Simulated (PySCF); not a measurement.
Ga(H)(F)(OMe) (CH₄FGaO), SMILES C[O][GaH][F]. The structure is a stationary point at B3LYP-D3(BJ)/def2-SVP. The structure was generated by enumeration; whether it is a known compound was not checked. One conformer was computed; it need not be the lowest.

Question: Give the equilibrium geometry at B3LYP-D3(BJ)/def2-SVP (PySCF confirms it by a frequency run) as a Z-matrix, and its point group. (Estimate from the structure and the level; the computed values follow.)

Answer: This is not unique; one that fits is point group Cs.
```
O
C 1 1.4079
H 2 1.1049 1 110.13
H 2 1.1049 3 107.61 1 120.05
H 2 1.1082 3 107.53 4 115.57
Ga 1 1.7757 2 125.66 3 -120.74
F 6 1.7519 1 111.87 2 180.00
H 6 1.5506 7 121.30 1 180.00
```
Charge 0, spin multiplicity 1.
